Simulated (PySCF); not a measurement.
Species: Si5H10.
Geometry (GFN2-xTB, Å), atoms numbered from 1 in this order:
```
atom  x, y, z in Å
Si1    0.873    1.294    1.228
Si2    1.850   -0.636    0.348
Si3    0.269   -1.689   -1.012
Si4   -1.683   -0.407   -0.976
Si5   -1.310    1.437    0.408
H6     0.891    1.284    2.696
H7     1.651    2.491    0.887
H8     2.317   -1.532    1.413
H9     3.077   -0.323   -0.396
H10    0.017   -3.066   -0.570
H11    0.768   -1.858   -2.382
H12   -2.838   -1.193   -0.525
H13   -2.068    0.011   -2.330
H14   -1.528    2.698   -0.312
H15   -2.291    1.497    1.499
```

The calculation used TDDFT PBE0/def2-SVPD, vertical, gas phase, core orbitals frozen in the response in PySCF 2.14.0, density-fitted response routines.

Frontier orbitals with the atoms that hold most of them (Löwdin shares over 4%, at most four atoms; ? is withheld):

```
orbital  ε (eV)                               atoms
 LUMO+2   -0.30  Si2 17%, Si4 17%, Si5 15%, Si1 15%
 LUMO+1   -0.42  Si2 15%, Si1 15%, Si3 15%, Si5 14%
   LUMO   -1.61                                   ?
   HOMO   -7.92  Si5 27%, Si4 24%, Si1 15%, Si3 11%
 HOMO-1   -7.92   Si2 28%, Si3 22%, Si1 18%, Si4 9%
 HOMO-2   -8.52  Si3 20%, Si1 20%, Si5 12%, Si4 11%
 HOMO-3   -8.52   Si2 22%, Si4 16%, Si5 16%, Si1 8%
```

Q: Which atoms hold the LUMO, and with what shares?

A: Si4 (bonded to 2 Si and 2 H) 16%; Si5 (bonded to 2 Si and 2 H) 16%; Si3 (bonded to 2 Si and 2 H) 16%; Si1 (bonded to 2 Si and 2 H) 16%.

Within 0.005 eV of a neighbour in this list lie HOMO-3/HOMO-2 and HOMO-1/HOMO (point group found: D5h); within a degenerate set the shares of single atoms can hang on how the components are chosen.

Q: How does S1 compare with the orbital gap of 6.31 eV?

A: S1 is at 5.04 eV (f = 0.0000), 1.27 eV below the gap, made of HOMO-1/HOMO→LUMO (99%). S1/S2 lie within about 0.01 eV of each other. Without the coupling terms of the response equations the lowest excitation would equal the gap.

Next come S2 at 5.04 eV (f 0.0000), HOMO-1/HOMO→LUMO (99%); S3 at 5.82 eV (f 0.0000), HOMO-3/HOMO-2→LUMO (98%); S4 at 5.82 eV (f 0.0000), HOMO-3/HOMO-2→LUMO (98%); S5 at 6.48 eV (f 0.0000), HOMO-1/HOMO→LUMO+1 (≥92%).

Orbitals of the list HOMO-3 to LUMO+2 that lie within 0.01 eV of each other are written together with a slash and their weights summed (≥ marks a lower bound); for degenerate orbitals outside that list single weights are arbitrary.

Löwdin shares depend on the basis, the more so with diffuse functions.
